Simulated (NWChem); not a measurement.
Isomers of CH$_{5}$F$_{2}$NOSi, each optimised at PBE0/def2-SVP with NWChem, gas phase unless a solvent is named. Flexible species stand in one conformer each, which need not be the lowest.  Relative energies count from the lowest isomer at each level and are electronic, without zero-point energy, on those geometries.

A: F[Si@](O)(CF)N
B: N(C)[Si](O)(F)F
C: NC[Si](O)(F)F
D: F[Si](F)(OC)N

```csv
quantity,A,B,C,D
"relative energy, B3LYP/def2-SVP (kcal/mol)",41.3,0.0,17.1,2.5
"relative energy, CAM-B3LYP/def2-SVP (kcal/mol)",42.1,0.0,18.0,2.4
"relative energy, BLYP/def2-SVP (kcal/mol)",40.2,0.0,15.8,2.2
"SMD solvation free energy in toluene, PBE0/def2-SVP (kcal/mol)",-4.3,-4.4,-4.4,-3.3
```
